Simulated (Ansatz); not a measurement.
A run on C₂H₈OSi₂ (`O/C([SiH3])=C/[SiH3]`) with other settings.

```yaml
crystal:
  periodic: [false, false, false]
  atoms:
    - {symbol: O, position_ang: [-0.531314, 2.210110, 0.854112]}
    - {symbol: C, position_ang: [-0.523746, 1.026251, 0.546409]}
    - {symbol: Si, position_ang: [0.795330, -0.032321, 1.649231]}
    - {symbol: C, position_ang: [-0.668931, 0.298454, -0.567959]}
    - {symbol: Si, position_ang: [0.036270, -1.188630, -1.677357]}
    - {symbol: H, position_ang: [-1.203874, 2.783857, 0.510227]}
    - {symbol: H, position_ang: [1.116970, -1.806665, 1.062425]}
    - {symbol: H, position_ang: [1.854453, 0.503763, 2.148214]}
    - {symbol: H, position_ang: [-0.001144, -0.666143, 2.950045]}
    - {symbol: H, position_ang: [-0.963421, 1.476742, -1.170992]}
    - {symbol: H, position_ang: [1.370950, -1.408376, -1.675251]}
    - {symbol: H, position_ang: [-0.588532, -1.224792, -3.088565]}
    - {symbol: H, position_ang: [-0.773243, -2.435198, -1.161989]}
basis:
  gaussian: {orbitals: ANO-RCC-VTZP}
total_charge: 1
magnetization: {spin_polarized: true, initial_magnetization: 1}
hamiltonian: {xc: {name: r2SCAN}}
scf: {lower_state_search: full}
output: {forces: true}
```

```sh
$ ansatz run in.yaml --threads 4 --pin off --events-out ev --progress --plain --max-ram 10444MiB
```

Shortened log:

```
Functional definition: r2SCAN
1788 factors; their error is unknown
mean field evaluation 1: about -20007.3837 eV, gradient 6.2e1 eV
mean field evaluation 2: about -19850.5466 eV, gradient 1.6e2 eV
mean field evaluation 4: about -20020.0375 eV, gradient 3.4e1 eV
mean field evaluation 8: about -20026.3206 eV, gradient 7.2e-1 eV
mean field evaluation 16: about -20026.2678 eV, gradient 1.2e-2 eV
mean field evaluation 128: about -20026.3262 eV, gradient 7.3e-2 eV
mean field evaluation 160: about -20026.2678 eV, gradient 6.2e-3 eV
mean field -20026.26780143 eV, -735.9517674107 hartree, gradient 2.8e-5 eV, S^2 0.764106; 7 other end points of the search recorded, 0 dependent functions left out
reference -20026.26782280 eV, -735.9517681962 hartree; 28, 27 occupied and 242, 243 virtual orbitals, 1788 factors
Total energy: -20026.26782280 eV, -735.9517681962 hartree
Relativity: scalar
Atom 0 at    -0.531314     2.210110     0.854112 Å, force    -0.225977     3.828634     2.209137 eV/Å
Atom 1 at    -0.523746     1.026251     0.546409 Å, force     3.429980    -5.741900     1.924424 eV/Å
Atom 2 at     0.795330    -0.032321     1.649231 Å, force    -4.973831    -6.299511    -0.773768 eV/Å
Atom 3 at    -0.668931     0.298454    -0.567959 Å, force    -1.151108     3.353583    -4.019045 eV/Å
Atom 4 at     0.036270    -1.188630    -1.677357 Å, force    -5.680116    -1.398675    -0.195111 eV/Å
Atom 5 at    -1.203874     2.783857     0.510227 Å, force    -1.152518     0.906834    -0.760407 eV/Å
Atom 6 at     1.116970    -1.806665     1.062425 Å, force    -0.455535     3.138204     0.464059 eV/Å
Atom 7 at     1.854453     0.503763     2.148214 Å, force     4.466652     2.695864     1.513645 eV/Å
Atom 8 at    -0.001144    -0.666143     2.950045 Å, force     0.326009     1.006730    -1.438898 eV/Å
Atom 9 at    -0.963421     1.476742    -1.170992 Å, force     0.858950    -3.453522    -0.160138 eV/Å
Atom 10 at     1.370950    -1.408376    -1.675251 Å, force     2.999329     0.075518     0.310440 eV/Å
Atom 11 at    -0.588532    -1.224792    -3.088565 Å, force     0.597806     0.860828     0.871562 eV/Å
Atom 12 at    -0.773243    -2.435198    -1.161989 Å, force     0.960359     1.027414     0.054101 eV/Å
Dipole moment:    -0.155244     0.633278     0.045257 e Å
```

It took 42 s on 4 threads of an Intel Xeon 6975P-C on a shared host, with 1.6 GiB of host memory at the peak.
